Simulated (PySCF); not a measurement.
# Computed properties of Al(F)(Me)(OtBu) (C5H12AlFO), SMILES [Al]([CH3])([O]C(C)(C)C)[F]

Al(F)(Me)(OtBu) (C₅H₁₂AlFO), SMILES [F][Al]([CH3])[O]C(C)(C)C. Geometry: B3LYP-D3(BJ)/def2-SVP. The values are those of a single conformer. All values are computed for the isolated molecule unless a solvent is named; none is compared with measurement here.

**Structure.** The optimised structure has Cs symmetry. All 54 harmonic modes at B3LYP-D3(BJ)/def2-SVP (PySCF) are real, so it is a minimum. With heavy atoms numbered as in [Al:1]([F:2])([CH3:3])[O:7][C:8]([CH3:9])([CH3:10])[CH3:11], the shortest bond between them is O7–C8 at 1.424 Å and the longest Al1–C3 at 1.935 Å.

**Vibrations.** The strongest infrared lines (harmonic, unscaled, degenerate partners summed) lie at 1085 cm⁻¹ (249 km/mol, O 59 %, H 19 %, Al 12 %, C 10 %), 1230 cm⁻¹ (219 km/mol, C 61 %, H 32 %), 876 cm⁻¹ (118 km/mol, Al 42 %, F 35 %, H 11 %, C 9 %). The softest mode is at 34 cm⁻¹ and the zero-point energy is 102.7 kcal/mol.

**Electronic structure.** r2SCAN/def2-SVP (PySCF) places the frontier levels at -6.76 and -0.21 eV, a gap of 6.55 eV, and gives a dipole moment of 0.92 D and a mean polarisability of 79.0 bohr³.

**Excitations.** TDA-CAM-B3LYP/def2-SVP (PySCF) has S1 at 7.12 eV (174 nm, f = 0.023, weak); the most intense of the 10 singlets computed lies at 8.06 eV (f = 0.34). T1 (TDA) is at 6.77 eV, 0.35 eV under S1. No vertical singlet excitation falls in the visible range (under 3.1 eV).

**NMR.** GIAO shifts at KT2/pcSseg-1 (PySCF) (non-relativistic, atoms alike by connectivity averaged): ¹³C from -16.4 to 77.4 ppm against TMS; ¹H from 0.0 to 1.7 ppm against TMS; ¹⁹F at -177.9 ppm against CFCl3.
